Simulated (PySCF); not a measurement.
A structure optimised at PBE-D3(BJ)/def2-SVP, used in a PySCF frequency run:

```xyz
6

F      1.1534     2.2672     0.0000
C      0.2929     1.2490     0.0000
Cl    -1.3622     1.6992     0.0000
C      0.7494    -0.0268     0.0000
F      2.0612    -0.2644     0.0000
Br    -0.3437    -1.5498     0.0000
```

**Question.** Write its SMILES, formula and point group.

**Answer.** F/C(Cl)=C(\F)Br, C2BrClF2, Cs

**Question.** What are its rotational constants (standard atomic weights)?

**Answer.** 2.6755, 1.2284, 0.84187 GHz
